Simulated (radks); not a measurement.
Values are calculated unless marked as measured or tabulated.
All-electron atom: Pb4+ in [Xe] 4f14 5d10. Level of theory: Dirac Kohn-Sham, Slater X-alpha with alpha = 0.79, spin-unpolarised, spherical densities, point nucleus (a radial shooting solver on a logarithmic mesh with Libxc functionals).

Normalised radial functions P(r) = r R(r) (large component), r in bohr:

r,5s1/2,5p1/2,5d3/2
0.001237,0.1115,0.0152,0.0000
0.001875,0.1460,0.0234,0.0001
0.002865,0.1850,0.0374,0.0003
0.004343,0.2198,0.0603,0.0008
0.006637,0.2350,0.0990,0.0024
0.01006,0.2024,0.1581,0.0065
0.01537,0.0864,0.2403,0.0179
0.0233,-0.1167,0.3194,0.0461
0.03561,-0.3259,0.3224,0.1099
0.05398,-0.3071,0.1320,0.2202
0.08249,0.1138,-0.2646,0.3398
0.125,0.5123,-0.4683,0.3014
0.1911,0.0493,0.0440,-0.0720
0.2896,-0.7249,0.6819,-0.4942
0.4426,-0.0595,0.0862,-0.2673
0.6709,1.1830,-1.0673,0.5587
1.025,1.0322,-1.0762,1.0222
1.554,0.2959,-0.3881,0.7288
2.375,0.0247,-0.0470,0.2456
3.6,0.0004,-0.0014,0.0328

5s1/2: eigenvalue -188.14 eV, 4 radial nodes at r = 0.0187, 0.0755, 0.195, 0.451 bohr, <r> = 0.849 bohr, 90 % of the charge inside 1.21 bohr. 5p1/2: eigenvalue -146.38 eV, 3 radial nodes at r = 0.0631, 0.187, 0.456 bohr, <r> = 0.905 bohr, 90 % of the charge inside 1.30 bohr. 5d3/2: eigenvalue -65.095 eV, 2 radial nodes at r = 0.180, 0.513 bohr, <r> = 1.22 bohr, 90 % of the charge inside 1.82 bohr.
